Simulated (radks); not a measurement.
Task: Valence configurations of N IV (all share [He]). All-electron calculation, non-relativistic Kohn-Sham, TPSS, spin-polarised, spherical densities, point nucleus; open shells are filled with parallel spins first; meta-GGA in the generalised Kohn-Sham scheme. Program: a radial shooting solver on a logarithmic mesh with Libxc functionals. Order these by energy: 2s1 2p1; 2s1.5 2p0.5; 2s2; 2s0.5 2p1.5; 2p2.

Result: From the lowest, in eV above it: 2s2 0.000; 2s1.5 2p0.5 4.929; 2s1 2p1 7.860; 2s0.5 2p1.5 13.642; 2p2 19.347. NIST lists [He] 2s2 as the ground configuration; this level of theory agrees among the configurations tried. The energies are those of spherical high-spin densities, not of single terms.
